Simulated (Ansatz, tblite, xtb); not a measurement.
## CH6GeOS (SMILES C[O][GeH2][SH]): the dipole moment, rung by rung

The species is CH6GeOS (10 atoms), meant as a singlet with charge 0. As SMILES, `C[O][GeH2][SH]`. Geometry: relaxed at PBE0-D4/def2-TZVP. This is one conformer, not always the lowest.

```xyz
10

C     0.4380    1.5613    0.4986
O     0.7706    0.2131    0.2670
Ge   -0.4031   -0.7828   -0.6240
S     0.3277   -2.8591   -0.5703
H     0.3947    2.1430   -0.4317
H    -0.5245    1.6708    1.0171
H     1.2144    1.9950    1.1328
H    -1.7687   -0.6267    0.0733
H    -0.4485   -0.3581   -2.1017
H     0.0825   -3.0075    0.7419
```

Each level gives the dipole moment (D). The values are calculated.

```
           level                   kind  program  value (D)  less CCSD(T)/def2-SVP   CPU time
        GFN2-xTB         semi-empirical   tblite       3.20                  +1.31  under 2 s
       IPEA1-xTB         semi-empirical   tblite       2.49                  +0.60  under 2 s
        GFN0-xTB         semi-empirical      xtb       2.20                  +0.31  under 2 s
        GFN1-xTB         semi-empirical      xtb       2.46                  +0.57  under 2 s
     HF/def2-SVP           Hartree–Fock   Ansatz       2.36                  +0.47       18 s
    PBE/def2-SVP                    GGA   Ansatz       1.83                  -0.06       26 s
   PBE0/def2-SVP          global hybrid   Ansatz       2.04                  +0.15       31 s
CCSD(T)/def2-SVP  coupled cluster or CI   Ansatz       1.89                   0.00    7.5 min
   CCSD/def2-SVP  coupled cluster or CI   Ansatz       1.96                  +0.07    3.2 min
```

Differences are taken from CCSD(T)/def2-SVP for orientation; it has basis-set and higher-order errors of its own. All-electron rows without a relativistic Hamiltonian named are non-relativistic. The values span 1.83 to 3.20 D. In the correlated wave-function rows the outer d shell of Ge is correlated, in sets not made for it. Times are those of the runs behind each value, whatever else they computed, on shared processors of several kinds: orders of magnitude only.
